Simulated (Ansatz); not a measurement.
Geometry optimisation, RKS LDA/6-31G* (Ansatz).

input.yaml

```yaml
crystal:
  periodic: [false, false, false]
  atoms:
    - { symbol: B, position_ang: [0.06738, 0.301097, 0.060731] }
    - { symbol: Cl, position_ang: [-0.029776, 0.613412, 1.855586] }
    - { symbol: F, position_ang: [1.188914, 0.504038, -0.568578] }
    - { symbol: F, position_ang: [-1.048216, 0.071508, -0.590309] }
    - { symbol: O, position_ang: [0.177616, -2.242192, 0.546079] }
    - { symbol: H, position_ang: [-0.725364, -2.347999, 0.18147] }
    - { symbol: H, position_ang: [0.018946, -1.929465, 1.47572] }
basis:
  gaussian: { orbitals: "6-31G*" }
hamiltonian:
  xc: lda
relax:
  f_tol: 0.03
  max_steps: 50
output:
  orbitals: {}
```

Launched with:

```bash
$ ansatz run input.yaml --threads 1 --pin off --max-ram 2048MiB --backend cpu --events-out ev --progress --plain --runs-dir out
```

Question: Where does it end, and by what steps?

Answer: The run converged. After 7 steps the energy has fallen by 0.580 eV; O5 moved furthest, 0.51 Å. Joined: B1–O5 (2.59 → 1.67 Å).

```tsv
step	energy less start (eV)	largest force component (eV/Å)	accepted
0	0.0000	1.209	yes
1	-0.1613	1.004	yes
2	-0.3443	1.198	yes
3	-0.5107	0.995	yes
4	-0.5644	0.362	yes
5	-0.5781	0.125	yes
6	-0.5796	0.032	yes
7	-0.5798	0.012	yes
```

```xyz
7
Properties=species:S:1:pos:R:3
B 0.051 -0.105 0.155
Cl -0.070 0.553 1.872
F 1.168 0.220 -0.494
F -1.101 -0.051 -0.552
O 0.165 -1.740 0.455
H -0.675 -2.101 0.084
H 0.112 -1.808 1.441
```

Whether the end is a true minimum wasn't checked by a vibrational analysis.

Time of the run: 16 s on 1 thread of Arm Neoverse V1, on a shared host, peak memory 0.14 GiB.
